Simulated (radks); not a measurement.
The numbers below are computed, except where a source is named.
Task: Bi V, 79 electrons, occupied as [Xe] 4f14 5d10 6s1. Level of theory: scalar-relativistic Kohn-Sham, PBE, spin-polarised, spherical densities, point nucleus; open shells are filled with parallel spins first (spin-orbit coupling, left out, can overturn this in heavy ions) (a radial shooting solver on a logarithmic mesh with Libxc functionals). Some entries of the table are withheld. Estimate them.

orbital,occ.,eigenvalue (eV),<r^2> (bohr^2),r(max) (bohr)
1s up,1,-90730.56,0.0003459,0.009652
1s down,1,-90730.52,0.0003459,0.009652
2s up,1,-16335.41,0.005240,0.05617
2s down,1,-16335.39,0.005240,0.05617
2p up,3,-13975.85,0.004486,0.04691
2p down,3,-13975.83,0.004486,0.04691
3s up,1,-3974.512,0.03367,0.1584
3s down,1,-3974.491,0.03367,0.1584
3p up,3,-3300.594,0.03501,0.1588
3p down,3,-3300.572,0.03501,0.1589
3d up,5,-2624.809,0.02902,0.1294
3d down,5,-2624.790,0.02902,0.1294
4s up,1,-944.0769,0.1603,0.3557
4s down,1,-944.0428,0.1603,0.3557
4p up,3,-723.3264,0.1840,0.3759
4p down,3,-723.2876,0.1840,0.3759
4d up,5,-471.3115,0.2058,0.3815
4d down,5,-471.2662,0.2058,0.3815
5s up,1,-198.8344,0.7724,0.7703
5s down,1,-198.7460,0.7716,0.7704
4f up,7,-193.8295,0.2320,0.3420
4f down,7,-193.7796,0.2319,0.3420
5p up,3,-136.8516,1.009,(1)
5p down,3,-136.7113,1.006,(2)
5d up,5,(3),1.674,1.030
5d down,5,(4),1.654,1.028
6s up,1,-51.4302,4.236,1.780
6s down,0,-50.3640,4.235,1.777

Result: 
(1) 5p up r(max) (bohr): 0.8600
(2) 5p down r(max) (bohr): 0.8600
(3) 5d up eigenvalue (eV): -67.6449
(4) 5d down eigenvalue (eV): -67.2385
